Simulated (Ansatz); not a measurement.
Consider the ligand exchange at the Al–C bond: `C[S][AlH][CH2]F` + HCl → `C[S][AlH][Cl]` + `CF`.

Isolated molecules relaxed with PBE0-D4/def2-TZVP in Ansatz; ΔE leaves out vibrations. CCSD(T)/CBS is the MP2 limit (def2-TZVPP, def2-QZVPP) plus CCSD(T) − MP2 in def2-TZVPP, frozen cores. This one scheme is used for every species. Functionals use def2-TZVPP. Each species was taken in one conformer, which may not be the lowest.

`C[S][AlH][CH2]F`:

Z-matrix (Å, degrees):
```
C
S 1 1.824
H 1 1.089 2 108.2
H 1 1.089 2 108.2 3 118.1
H 1 1.087 2 112.2 3 -120.9
Al 2 2.163 1 106.0 3 120.7
C 6 1.985 2 125.0 1 0.0
H 6 1.583 2 116.6 1 179.9
F 7 1.399 6 115.0 2 -0.5
H 7 1.098 6 110.4 2 121.2
H 7 1.098 6 110.4 2 -122.2
```

HCl:

```xyz
2

Cl   -0.517    0.256   -0.275
H     0.517   -0.256    0.275
```

`C[S][AlH][Cl]`:

Z-matrix (Å, degrees):
```
C
S 1 1.824
H 1 1.091 2 112.0
H 1 1.089 2 108.6 3 120.5
H 1 1.089 2 108.7 3 -120.5
Al 2 2.158 1 100.1 3 0.2
Cl 6 2.092 2 118.0 1 180.0
H 6 1.574 2 120.9 1 -0.0
```

`CF`:

Z-matrix (Å, degrees):
```
C
F 1 1.376
H 1 1.092 2 109.1
H 1 1.092 2 109.1 3 -120.0
H 1 1.092 2 109.1 3 120.0
```

```tsv
species	PBE0 energy (Eh)
`C[S][AlH][CH2]F`	-819.95328
HCl	-460.66547
`C[S][AlH][Cl]`	-1141.03522
`CF`	-139.65488
```

(1) Work out ΔE.

Largest T1 diagnostic among the species: 0.011.

## Answers

(1) ΔE = (-1141.03522) + (-139.65488) − (-819.95328) − (-460.66547) = -0.07135 Eh = -187.3 kJ/mol. CCSD(T)/CBS gives -189.7 kJ/mol.

From PBE to PBE0 (25 % exact exchange), in def2-TZVPP and without D4, ΔE moves by −8.0 kJ/mol. In def2-TZVPP, CCSD(T) changes the Hartree–Fock value by +20.8 kJ/mol (the triples alone add +2.1 kJ/mol) and MP2 by +13.5 kJ/mol.
